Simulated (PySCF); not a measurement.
Compound: C6H4NP.
Numbering: `[P:1]#[C:2][c:3]1[cH:4][cH:5][cH:6][n:7][cH:8]1`

Cartesian coordinates in Å at the GFN2-xTB level; atoms count from 1:
```
atom  x, y, z in Å
P1     3.8344    0.4615   -0.2262
C2     2.2935    0.2434   -0.1342
C3     0.9165    0.0247   -0.0569
C4     0.0030    1.0825    0.0456
C5    -1.3458    0.7954    0.1170
C6    -1.7457   -0.5342    0.0851
N7    -0.8943   -1.5431   -0.0132
C8     0.3908   -1.2788   -0.0827
H9     0.3625    2.1014    0.0679
H10   -2.0754    1.5865    0.1951
H11   -2.7906   -0.8084    0.1401
H12    1.0522   -2.1317   -0.1638
```

Probes without a nucleus sit at each ring's centroid and 1 Å off its mean plane on both sides; NICS is minus the shielding there, NICSzz its component along the normal. Level: GIAO PBE0/pcSseg-1 (PySCF, non-relativistic, gas phase) on the GFN2-xTB geometry, one conformer.

Ring bond lengths (Å), with Mayer bond orders in brackets: C3–C4 1.401 (1.36), C4–C5 1.381 (1.44), C5–C6 1.389 (1.38), C6–N7 1.324 (1.45), N7–C8 1.314 (1.51), C8–C3 1.406 (1.33).

What do the NICS probes read (ppm)?

```tsv
ring	type	NICS(0)	NICS(1), two faces	NICS(1)zz, two faces	rms pucker (Å)	centre to ring atoms, mean (Å)
C3–C4–C5–C6–N7–C8	6-membered ring with N; formal bonds all aromatic	-7.7	-10.9 / -10.9	-26.2 / -26.3	0.00	1.37
```

What can be read from them?

- C3–C4–C5–C6–N7–C8: mean NICS(1)zz -26.3 ppm, shielded, aromatic by this magnetic criterion (flat ring, no four-coordinate atom).

And the bond-length index? HOMA = 1 − mean of α(R − Ropt)² over the ring bonds, with Krygowski's 1993 parameters (CC: Ropt 1.388 Å, α 257.7 Å⁻²; CN: Ropt 1.334 Å, α 93.52 Å⁻²).

- C3–C4–C5–C6–N7–C8: HOMA 0.97; the largest term is that of C8–C3, α(R − Ropt)² = 0.08. The geometric and the magnetic index point the same way.

How shielded are the nuclei of the rings and their hydrogens (means over atoms taken as equivalent)?

```
atoms                          environment  σ isotropic (ppm)  principal values of the symmetric part, first atom (ppm)
   C3          substituted aromatic carbon               58.0                                        -29.2, 40.4, 162.8
   C4                   aromatic CH carbon               38.1                                        -71.4, 13.9, 171.8
   C5                   aromatic CH carbon               59.5                                        -54.2, 52.5, 180.3
   C6  aromatic CH next to a ring nitrogen               32.6                                        -71.8, 21.2, 148.4
   N7               pyridine-type nitrogen              -90.9                                     -408.6, -172.3, 308.3
   C8  aromatic CH next to a ring nitrogen               23.4                                        -84.2, 16.8, 137.6
   H9                    aromatic hydrogen              23.53                                          20.6, 21.8, 28.2
  H10                    aromatic hydrogen              24.33                                          21.8, 23.5, 27.7
  H11                    aromatic hydrogen              22.84                                          19.2, 22.8, 26.6
  H12                    aromatic hydrogen              22.45                                          18.7, 20.7, 28.0
```
